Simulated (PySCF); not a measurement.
Orbital picture of MgSn

PBE0 at R = 2.783 Å; basis Mg aug-cc-pVDZ, Sn aug-cc-pVDZ-PP with ECP28; scalar-relativistic core potentials; PySCF 2.14. State: ³Σ⁻ (triplet), unpaired electrons π ↑↑. Only the outer orbitals are listed, counted within each symmetry, core potentials removing the inner ones.

```
spin  orbital  occ.  ε (eV)  on Mg (%)            main shells (%)
   α       7σ     1  -12.17          9                    90 Sn s
   α       8σ     1   -6.39         57           56 Mg s, 36 Sn p
   α       4π     1   -4.79         11            88 Sn p, 9 Mg p
   α       4π     1   -4.79         11            88 Sn p, 9 Mg p
   α       9σ     0   -2.67         68  37 Mg s, 32 Sn p, 30 Mg p
   α       5π     0   -0.79         92                    92 Mg p
   α       5π     0   -0.79         92                    92 Mg p
   β       7σ     1  -10.50         19           81 Sn s, 12 Mg s
   β       8σ     1   -6.04         83           82 Mg s, 12 Sn p
   β       9σ     0   -2.51         50           45 Sn p, 43 Mg p
   β       4π     0   -2.00         41           59 Sn p, 40 Mg p
   β       4π     0   -2.00         41           59 Sn p, 40 Mg p
```

Question: Which are the highest filled and the lowest empty level, where do they sit, and how wide is the gap?

Answer: Highest filled α 4π at -4.79 eV (in %: 88 Sn p, 9 Mg p); lowest empty α 9σ at -2.67 eV (in %: 37 Mg s, 32 Sn p, 30 Mg p); the gap at PBE0 is 2.12 eV.

| Quantity | Value |
| --- | --- |
| bond order (Mayer) | 1.12 |
| ⟨S²⟩ | 2.108 |
| charge on Mg (Mulliken, basis-dependent) | 0.09 |
| charge on Mg (Löwdin, basis-dependent) | 0.25 |
| dipole moment (positive dipole means Mg(−)Sn(+)) | -2.96 D |
| polarisability along the bond | 190.4 bohr³ |
| polarisability across the bond | 112.7 bohr³ |

Spin–orbit coupling is left out. The state was picked by a PBE0 search and need not be the measured ground state.
